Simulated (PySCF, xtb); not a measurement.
Be(Me) (CH3Be), SMILES [Be+][CH3], charge +1.

xtb with GFN2-xTB at its own geometry gives an orbital gap of 3.33 eV.

Coordinates come from a PBE-D3(BJ)/def2-TZVPD optimisation. The multiplicity is an assumed one; other spin states were not compared. The isomer is the one that the SMILES or the coordinates give; other isomers of the formula were not compared.

What does r2SCAN/def2-TZVPD in PySCF give? (Estimate from the structure and the level; the computed values follow.)

gap 4.41 eV (levels -14.29 and -9.88 eV).
